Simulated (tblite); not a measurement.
Species: C7H15P.
Numbering: `[CH3:1][CH2:2][C@@H:3]1[C@@H:4]([CH3:5])[CH2:6][P:7]1[CH3:8]` (hydrogens: H9, H10, H11 on C1; H12, H13 on C2; H14 on C3; H15 on C4; H16, H17, H18 on C5; H19, H20 on C6; H21, H22, H23 on C8)

Computed with GFN2-xTB (tblite), gas phase: L-BFGS steps from a force-field or distance-geometry start until the largest atomic force falls under 0.01 eV/Å.

Step 8: E = -683.7544 eV
```
atom  x, y, z in Å  |  force x, y, z in eV/Å
C1      2.7102    0.2646    0.7160   -0.106   0.093  -0.005
C2      1.6640   -0.4933   -0.1275    0.286   0.103  -0.005
C3      0.2155   -0.0994    0.1423    0.284  -0.404  -0.120
C4     -0.7766   -0.9800   -0.6546    0.069  -0.133   0.152
C5     -0.9580   -2.4154   -0.1885   -0.094  -0.033   0.000
C6     -1.9159    0.0402   -0.5472    0.083   0.110   0.156
P7     -0.5709    1.3425   -0.8064   -0.225  -0.084  -0.079
C8     -1.0354    2.8271    0.2084   -0.001   0.047   0.057
H9      3.1803   -0.3764    1.4724   -0.158   0.148  -0.298
H10     2.2286    1.0911    1.2409    0.033  -0.037  -0.042
H11     3.4914    0.6984    0.0833   -0.145  -0.215   0.170
H12     1.8447   -0.3263   -1.1947    0.101   0.039   0.086
H13     1.7692   -1.5773    0.0374   -0.058   0.293   0.043
H14    -0.0027   -0.1315    1.2217   -0.050   0.138  -0.266
H15    -0.4274   -0.9873   -1.6999   -0.083  -0.108   0.111
H16    -1.8052   -2.8737   -0.6993   -0.012   0.043   0.084
H17    -1.1214   -2.4646    0.8901   -0.034   0.027  -0.137
H18    -0.0724   -3.0099   -0.4338   -0.138   0.156   0.099
H19    -2.7838   -0.0304   -1.2052    0.288   0.003  -0.166
H20    -2.2670    0.0546    0.4879   -0.091   0.149  -0.005
H21    -1.5583    2.6473    1.1503    0.075  -0.128  -0.158
H22    -0.1383    3.4243    0.3930   -0.085  -0.119   0.013
H23    -1.6755    3.4025   -0.4764    0.060  -0.087   0.309
```

Step 9: E = -683.7855 eV
```
atom  x, y, z in Å  |  force x, y, z in eV/Å
C1      2.7122    0.2708    0.7192   -0.138   0.050  -0.079
C2      1.6745   -0.4912   -0.1360    0.255   0.122   0.035
C3      0.2219   -0.1084    0.1307    0.193  -0.191  -0.091
C4     -0.7831   -0.9884   -0.6536    0.057   0.012   0.150
C5     -0.9695   -2.4215   -0.1807   -0.032   0.054  -0.039
C6     -1.9217    0.0411   -0.5461    0.148   0.061   0.091
P7     -0.5749    1.3355   -0.8160   -0.199   0.002  -0.009
C8     -1.0358    2.8183    0.2128    0.038  -0.066   0.030
H9      3.1882   -0.3650    1.4715   -0.198   0.047  -0.185
H10     2.2293    1.0973    1.2417    0.022  -0.039  -0.053
H11     3.5022    0.6957    0.0973   -0.119  -0.108   0.057
H12     1.8678   -0.3275   -1.2035    0.054   0.036   0.159
H13     1.7761   -1.5718    0.0379   -0.008   0.216   0.021
H14     0.0118   -0.1119    1.2147   -0.056   0.052  -0.344
H15    -0.4384   -0.9955   -1.7087   -0.167  -0.134   0.330
H16    -1.8111   -2.8786   -0.6988   -0.050   0.015   0.104
H17    -1.1296   -2.4760    0.8994   -0.046   0.060  -0.201
H18    -0.0801   -3.0033   -0.4307   -0.082   0.050   0.107
H19    -2.7773   -0.0299   -1.2203    0.264   0.001  -0.121
H20    -2.2921    0.0816    0.4839    0.002   0.049  -0.081
H21    -1.5560    2.6426    1.1528    0.040  -0.209  -0.053
H22    -0.1423    3.4127    0.3981    0.049  -0.059   0.026
H23    -1.6769    3.4006   -0.4556   -0.027  -0.023   0.146
```

Step 10: E = -683.8079 eV
```
atom  x, y, z in Å  |  force x, y, z in eV/Å
C1      2.7114    0.2761    0.7202   -0.114   0.028  -0.096
C2      1.6856   -0.4877   -0.1412    0.107   0.101   0.026
C3      0.2302   -0.1177    0.1202    0.049   0.083  -0.074
C4     -0.7866   -0.9944   -0.6495    0.026   0.104   0.101
C5     -0.9783   -2.4247   -0.1762    0.005   0.090  -0.038
C6     -1.9234    0.0427   -0.5436    0.150  -0.009   0.028
P7     -0.5810    1.3304   -0.8230   -0.075   0.061   0.014
C8     -1.0353    2.8110    0.2164    0.062  -0.140   0.008
H9      3.1898   -0.3563    1.4672   -0.188  -0.064  -0.038
H10     2.2300    1.1013    1.2414   -0.018   0.009  -0.038
H11     3.5075    0.6917    0.1079   -0.042   0.012  -0.066
H12     1.8852   -0.3273   -1.2070    0.048   0.044   0.131
H13     1.7809   -1.5639    0.0387    0.060   0.081   0.017
H14     0.0207   -0.0973    1.2034   -0.045  -0.012  -0.312
H15    -0.4490   -1.0038   -1.7091   -0.190  -0.138   0.376
H16    -1.8164   -2.8817   -0.6964   -0.089  -0.005   0.086
H17    -1.1362   -2.4827    0.9024   -0.067   0.073  -0.152
H18    -0.0869   -2.9977   -0.4266   -0.014  -0.044   0.090
H19    -2.7670   -0.0295   -1.2330    0.231  -0.002  -0.080
H20    -2.3097    0.1014    0.4799    0.046  -0.020  -0.094
H21    -1.5537    2.6351    1.1537    0.009  -0.262   0.053
H22    -0.1441    3.4033    0.4022    0.138  -0.024   0.036
H23    -1.6784    3.3988   -0.4380   -0.091   0.031   0.022
```

Task: Estimate the geometry and energy of step 11. (The exact step hangs on the optimiser's Hessian estimate; all steps are aligned on step 10, rigid shifts and turns removed.)

Result: E = -683.8257 eV, largest force 0.331 eV/Å
```
atom  x, y, z in Å  |  force x, y, z in eV/Å
C1      2.7095    0.2807    0.7195   -0.043   0.028  -0.063
C2      1.6955   -0.4835   -0.1446   -0.064   0.051  -0.009
C3      0.2381   -0.1231    0.1102   -0.071   0.283  -0.069
C4     -0.7887   -0.9972   -0.6434   -0.007   0.122   0.049
C5     -0.9849   -2.4255   -0.1737    0.021   0.072  -0.012
C6     -1.9225    0.0443   -0.5418    0.108  -0.050  -0.015
P7     -0.5870    1.3278   -0.8283    0.070   0.098  -0.012
C8     -1.0341    2.8037    0.2196    0.055  -0.130   0.006
H9      3.1869   -0.3505    1.4631   -0.161  -0.140   0.077
H10     2.2303    1.1044    1.2401   -0.059   0.068  -0.018
H11     3.5106    0.6891    0.1149    0.024   0.099  -0.149
H12     1.8994   -0.3264   -1.2071    0.058   0.056   0.045
H13     1.7858   -1.5561    0.0395    0.108  -0.037   0.021
H14     0.0266   -0.0865    1.1890   -0.037  -0.039  -0.190
H15    -0.4609   -1.0129   -1.7023   -0.153  -0.121   0.268
H16    -1.8218   -2.8840   -0.6927   -0.101   0.000   0.053
H17    -1.1427   -2.4864    0.9016   -0.087   0.074  -0.039
H18    -0.0925   -2.9944   -0.4215    0.031  -0.099   0.063
H19    -2.7547   -0.0293   -1.2441    0.186  -0.010  -0.057
H20    -2.3221    0.1160    0.4747    0.057  -0.061  -0.064
H21    -1.5515    2.6240    1.1553    0.008  -0.281   0.105
H22    -0.1431    3.3952    0.4060    0.155  -0.024   0.039
H23    -1.6809    3.3976   -0.4239   -0.098   0.041  -0.027
```

The energy changes by -0.0177 eV. The first-order estimate −F·Δx gives -0.0245 eV and the mean of the old and new forces, exact on a quadratic surface, -0.0178 eV. The step makes an angle of 58° with the force vector and moves no atom by more than 0.020 Å.

What follows is the cost of the whole relaxation. Hardware: an Arm Neoverse V1 with one thread, shared host with 32 logical CPUs at a one-minute load of 21. Cost: 0.98 s wall.
